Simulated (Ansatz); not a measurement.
System: dibromogermane, sum formula GeH2Br2, charge 0, multiplicity 1. 
Coordinates optimised at B3LYP-D3(BJ)/def2-TZVP (Ansatz, a first-principles code):
SMILES: [Br][GeH2][Br]
```xyz
5

Br    -1.8636     0.5473    -0.0220
Ge    -0.0442    -0.8853     0.0318
Br     1.9089     0.3594    -0.0106
H     -0.0867    -1.6577     1.3521
H     -0.0835    -1.7507    -1.2296
```

Basis-set convergence of Hartree-Fock and MP2 correlation energies (hartree) with Ansatz. Valence correlation only, unless marked. No spin-orbit coupling. The frozen core is the preceding noble-gas configuration, with the filled d and f shells of earlier blocks. No relativistic terms.

```
basis    functions        E(HF)  E(corr, MP2)
-------  ---------  -----------  ------------
cc-pVDZ         91  -7221.35722      -0.32030
cc-pVTZ        157  -7221.58801      -0.43407
cc-pVQZ        264  -7221.59778      -0.47961
cc-pV5Z        422  -7221.59878      -0.49996
```

Extrapolating the two largest sets (X = 4 and 5) as X^-3: E(corr) = (125·(-0.49996) - 64·(-0.47961))/61 = -0.5213 Eh, an estimate of the basis-set limit. The largest set recovers 95.9 % of it, the smallest 61.4 %.
